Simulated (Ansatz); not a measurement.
Total energies of Br2FIn (`[F][In]([Br])[Br]`).

Z-matrix (Å, degrees):
```
In
F 1 1.930
Br 1 2.426 2 117.1
Br 1 2.426 2 117.1 3 180.0
```

The species carries charge 0 and has multiplicity 1. Correlated methods include outer-core shells of Br, In, which these sets cover unevenly. Scalar relativity is left out up to krypton. In takes the def2 core potential. The geometry is a stationary point of PBE0-D4/def2-TZVP. Basis def2-TZVPP, Ansatz.

RPA on PBE orbitals: Hartree–Fock energy of these orbitals -5433.60947 Eh, correlation -1.54305 Eh (frozen core).

```
             functional                                       kind  energy without D4 (Eh)  D4 term (kJ/mol)
            LDA (SPW92)                                        LDA             -5430.41424                 –
                    PBE                                        GGA             -5437.61264             -11.5
                 revPBE                                        GGA             -5438.04789             -21.9
                   BLYP                                        GGA             -5438.47872             -23.0
                 r2SCAN                                   meta-GGA             -5438.48108              -2.5
                 B97M-V                         meta-GGA with VV10             -5437.51796                 –
                   PBE0         global hybrid, 25 % exact exchange             -5437.78779             -10.0
                  B3LYP                        global hybrid, 20 %             -5438.59745             -18.9
                r2SCANh                      meta-GGA hybrid, 10 %             -5438.45987              -2.8
                r2SCAN0                      meta-GGA hybrid, 25 %             -5438.42997              -3.2
HSE06 (plane-wave form)                            screened hybrid             -5437.79183              -9.7
                  BHLYP                        global hybrid, 50 %             -5438.34685             -20.4
              CAM-B3LYP                     range-separated hybrid             -5438.68508             -10.8
                LC-ωPBE                long-range corrected hybrid             -5437.74099                 –
                ωB97X-V       range-separated hybrid GGA with VV10             -5437.95114                 –
                ωB97M-V  range-separated hybrid meta-GGA with VV10             -5438.11879                 –
                 B2PLYP                              double hybrid             -5437.44827                 –
               PBE-QIDH                              double hybrid             -5436.95563                 –
```

B3LYP takes the VWN-RPA correlation (the form of Gaussian; ORCA's B3LYP/G). HSE06 is the plane-wave form, built on full-range PBE exchange. The double hybrids freeze the cores in their second-order part.

LC-ωPBE has ω = 0.4 bohr⁻¹.
